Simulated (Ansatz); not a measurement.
A search over several starts for the lowest SCF solution of [HoCl6]3- (HoCl₆³⁻) at the given spin, in a small basis.

```yaml
crystal:
  periodic: [false, false, false]
  atoms:
    - {symbol: Ho, position_ang: [-0.000432, 0.001347, -0.000692]}
    - {symbol: Cl, position_ang: [-0.018118, -0.001906, 2.698222]}
    - {symbol: Cl, position_ang: [0.015582, 0.002961, -2.699617]}
    - {symbol: Cl, position_ang: [2.698635, 0.005752, 0.024254]}
    - {symbol: Cl, position_ang: [-2.698924, -0.009772, -0.023313]}
    - {symbol: Cl, position_ang: [-0.009809, 2.699783, 0.003985]}
    - {symbol: Cl, position_ang: [0.013066, -2.698166, -0.002848]}
basis:
  gaussian: {orbitals: def2-SVP, initial_orbitals: start.molden}
total_charge: -3
magnetization: {spin_polarized: true, initial_magnetization: 4}
hamiltonian: {xc: pbe0, dispersion: d4}
output: {orbitals: {seedname: orbitals}}
```

The file start.molden holds the orbitals of an earlier run on this structure, at another level or in another basis.

```sh
$ ansatz run in.yaml --threads 4 --pin off --events-out ev --progress --plain --max-ram 6963MiB
```

Output, abridged:

```
Functional definition: PBE0
basis functions trapped inside cores are left out: 1
1537 factors; integrals over basis functions are off by at most 1.1e-3 eV
mean field evaluation 1: about -100899.4391 eV, gradient 9.4e0 eV
mean field evaluation 2: about -100899.5703 eV, gradient 2.1e-1 eV
mean field evaluation 4: about -100899.6784 eV, gradient 1.7e-2 eV
mean field evaluation 8: about -100899.6786 eV, gradient 7.6e-6 eV
mean field evaluation 16: about -100899.6786 eV, gradient 2.6e-5 eV
mean field evaluation 32: about -99624.4234 eV, gradient 4.8e2 eV
mean field evaluation 64: about -100899.6769 eV, gradient 2.9e-2 eV
mean field evaluation 96: about -100899.6776 eV, gradient 3.0e-2 eV
mean field -100899.67855250 eV, -3707.9947945460 hartree, gradient 4.1e-6 eV, S^2 6.003713; 7 other end points of the search recorded, 0 dependent functions left out
reference -100899.67861790 eV, -3707.9947969494 hartree; 74, 70 occupied and 111, 115 virtual orbitals, 1537 factors
Total energy: -100900.02207699 eV, -3708.0074188381 hartree
```

Run time 3.9 min (4 threads of Arm Neoverse V2 on a shared host), peak host memory 1.7 GiB.

In the def2 sets Ho takes a core potential; there is no spin–orbit coupling. With an open 4f shell the SCF may have ended on a state above the lowest. A multiply charged anion in the gas phase is held together partly by the finite basis. The highest occupied level of the charge -3 quintet lies above zero (up to 4.28 eV). The electron is either unbound and held by the finite basis, or the level is raised by self-interaction error.
